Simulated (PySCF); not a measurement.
Ni: interval between two levels

Ni [Ar] 3d8 4s2 [3F4, M_J = 4] → Ni [Ar] 3d10, as a difference of total energies. Calculation: PySCF 2.14, in x2c-TZVPall-2c (6s7p4d1f, 54 functions); the two-component X2C-1e Hamiltonian. Correlated levels: [Ne] frozen; the 6 highest virtual spinors dropped. "Screened" scales the spin-orbit matrix elements by Boettger's factors to mimic the two-electron term; Breit and QED terms are absent.

| method | interval between two levels (cm⁻¹) |
| --- | --- |
| GHF (spin-free) | 49459 |
| GMP2 (spin-free) | -6619.2 |
| GHF (screened spin-orbit) | 50475 |
| GMP2 (screened spin-orbit) | -5564.1 |

The labels give the starting determinants; with spin-orbit coupling the two ends relaxed to ⟨J²⟩ = 20.01, ⟨L²⟩ = 12.01, ⟨S²⟩ = 2.00 and ⟨J²⟩ = 0.00, ⟨L²⟩ = 0.00, ⟨S²⟩ = 0.00.
